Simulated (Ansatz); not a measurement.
Reaction (germylene formation by 1,1-elimination): `[F][GeH]([F])[Cl]` → F₂ + `[Cl][GeH]`

Isolated molecules relaxed with PBE0-D4/def2-TZVP in Ansatz; ΔE leaves out vibrations. CCSD(T)/CBS adds triple-zeta CCSD(T) − MP2 to the extrapolated MP2 energy (def2 sets, frozen cores). This one scheme is used for every species. Functionals use def2-TZVPP. B3LYP here is the variant with VWN-RPA as its local correlation; programs differ in this. For Ge outer-core shells are correlated without core-valence functions, which leaves a few kJ/mol of doubt a bond. Scalar relativity is left out up to krypton.

`[F][GeH]([F])[Cl]`:

```xyz
5

F    -1.041    1.268   -0.451
Ge    0.073    0.016   -0.093
F     1.092    0.656    1.127
Cl   -1.007   -1.591    0.744
H     0.882   -0.349   -1.327
```

F₂:

Cartesian coordinates in Å:
```
F 0.320 0.607 0.051
F -0.320 -0.607 -0.051
```

`[Cl][GeH]`:

Cartesian coordinates in Å:
```
Cl -1.132 0.710 0.847
Ge 0.084 0.108 -0.863
H 1.048 -0.819 0.016
```

Problem. Is it downhill or uphill in electronic energy at CCSD(T)/CBS, and by how much? (An estimate is asked.)

Solution. Computed: Uphill: ΔE = +783.2 kJ/mol.

Problem. What do these levels give: B3LYP-D4, r2SCANh-D4, CAM-B3LYP-D4, ωB97M-V, SCS-MP2/def2-TZVPP, MP2/CBS(def2)? (An estimate is asked.)

Solution. Computed: B3LYP-D4 747.6, r2SCANh-D4 791.6, CAM-B3LYP-D4 777.0, ωB97M-V 768.0, SCS-MP2/def2-TZVPP 805.8, MP2/CBS(def2) 829.9 kJ/mol.

Largest T1 diagnostic among the species: 0.013.

From PBE to PBE0 (25 % exact exchange), in def2-TZVPP and without D4, ΔE moves by +41.4 kJ/mol. At CCSD(T), def2-SVP lies −19.8 kJ/mol from the extrapolated value and def2-TZVPP +1.8 kJ/mol. Leaving LDA and LC-ωPBE aside and taking each functional with its dispersion term where it has one, the values, not all of them listed here, spread over 109.7 kJ/mol, from BLYP-D4 to PBE-QIDH. LDA lies +55.1 kJ/mol from PBE without D4.
